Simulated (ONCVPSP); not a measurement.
**technetium, ONCV: configuration errors across variants**

Tc (Z = 43), optimised norm-conserving Vanderbilt (ONCV), made with ONCVPSP 4.0.1 (PBE, scalar-relativistic). Core [Ar] 3d10 4s2, reference 4p6 4d5 5s2. Waves: 5s: rc 2.85 bohr, ncon 3, nbas 7, qcut 2.5 1/bohr, 3 projectors, debl 1.7 Ha; 4p: rc 1.30 bohr, ncon 3, nbas 7, qcut 5.4 1/bohr, 2 projectors, debl 1.9 Ha; 4d: rc 1.95 bohr, ncon 4, nbas 8, qcut 8.1 1/bohr, 3 projectors, debl 1 Ha; f scattering state at 0.3 Ha: rc 2.60 bohr, ncon 4, nbas 7, qcut 4.1 1/bohr, 2 projectors, debl 1.8 Ha. Local part: polynomial inside 0.95 bohr (lpopt 5, dvloc0 0 Ha). Core correction: none.

All-electron excitation energies from the reference (eV): (1) 4p6 4d5 5s1 8.154; (2) 4p6 4d5 5s0 23.005; (3) 4p6 4d4 5s0 51.711; (4) 4p6 4d5 5s1 5p1 3.754.

A true bound ghost makes a file unfit for plane-wave use even where its test errors are small: the radial tests pick states by their node count and pass the ghost by.

Errors AE − PS in meV (a dash: test not solved or not reliable):

| change | (1) | (2) | (3) | (4) | bound ghosts | GHOST(+) flags above zero |
| --- | --- | --- | --- | --- | --- | --- |
| base | -6.3 | -32 | +21 | -6.4 | s | s, f |
| all radii scaled by about 0.79 (s 2.24, p 1.02, d 1.54, f 2.04 bohr); local potential polynomial inside 0.74 bohr (lpopt 5, dvloc0 0 Ha) | -7.2 | -28 | +72 | -6.9 | s | s, p, f |
| all radii scaled by about 0.83 (s 2.36, p 1.08, d 1.62, f 2.16 bohr); local potential polynomial inside 0.78 bohr (lpopt 5, dvloc0 0 Ha) | -6.7 | -27 | +74 | -6.3 | s | s, p, f |
| all radii scaled by about 0.88 (s 2.52, p 1.14, d 1.72, f 2.30 bohr); local potential polynomial inside 0.84 bohr (lpopt 5, dvloc0 0 Ha) | -6.1 | -26 | +68 | -5.9 | s | s, f |
| all radii scaled by about 0.96 (s 2.74, p 1.24, d 1.88, f 2.50 bohr); local potential polynomial inside 0.92 bohr (lpopt 5, dvloc0 0 Ha) | -6.0 | -28 | +43 | -6.0 | s | s, f |
| all radii scaled by about 1.03 (s 2.94, p 1.34, d 2.02, f 2.68 bohr); local potential polynomial inside 0.98 bohr (lpopt 5, dvloc0 0 Ha) | -6.7 | -35 | +3.2 | -6.9 | s | s, d, f |
| all radii scaled by about 1.07 (s 3.04, p 1.38, d 2.08, f 2.78 bohr); local potential polynomial inside 1.02 bohr (lpopt 5, dvloc0 0 Ha) | -7.4 | -41 | -25 | -7.8 | s | s, d, f |
| all radii scaled by about 1.16 (s 3.30, p 1.50, d 2.26, f 3.00 bohr); local potential polynomial inside 1.10 bohr (lpopt 5, dvloc0 0 Ha) | -9.7 | -60 | -98 | -10 | s | s, f |
| all radii scaled by about 1.26 (s 3.60, p 1.64, d 2.46, f 3.28 bohr); local potential polynomial inside 1.20 bohr (lpopt 5, dvloc0 0 Ha) | -14 | -93 | -211 | -14 | s | s, f |
| all radii scaled by about 1.34 (s 3.80, p 1.74, d 2.60, f 3.48 bohr); local potential polynomial inside 1.26 bohr (lpopt 5, dvloc0 0 Ha) | -20 | -123 | -299 | -17 | s | s, f |

(1) Give the same row for: all radii scaled by about 1.22 (s 3.46, p 1.58, d 2.38, f 3.16 bohr); local potential polynomial inside 1.16 bohr (lpopt 5, dvloc0 0 Ha).

## Answers

(1) -12, -76, -154, -12; bound ghosts: s; GHOST(+) flags above zero: s, f.
